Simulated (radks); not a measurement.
Results of a calculation; reference values are marked as such.
Ionisation of neutral calcium, [Ar] 4s2, to [Ar] 4s1 as the strength of local exchange is varied. Level of theory: non-relativistic Kohn-Sham, Slater X-alpha exchange (alpha = 2/3 is LDA exchange), no correlation, spin-polarised, spherical densities, point nucleus (a radial shooting solver on a logarithmic mesh with Libxc functionals).

alpha,E(Ca) (hartree),exchange (hartree),IE (eV),-e of the level emptied (eV),<r> of it (bohr)
0.585,-670.18589,-28.39794,4.785,2.671 (4s),4.229
0.654,-673.54242,-31.88061,5.075,2.973 (4s),4.129
0.667,-674.17638,-32.53989,5.131,3.032 (4s),4.110
0.747,-678.08865,-36.61891,5.480,3.401 (4s),4.003
0.769,-679.16783,-37.74722,5.577,3.505 (4s),3.974
0.888,-685.02993,-43.89961,6.122,4.092 (4s),3.829
1.029,-692.02972,-51.29682,6.800,4.834 (4s),3.673

NIST Atomic Spectra Database: 6.113 eV (measured). The Delta-SCF value meets it near alpha = 0.89.
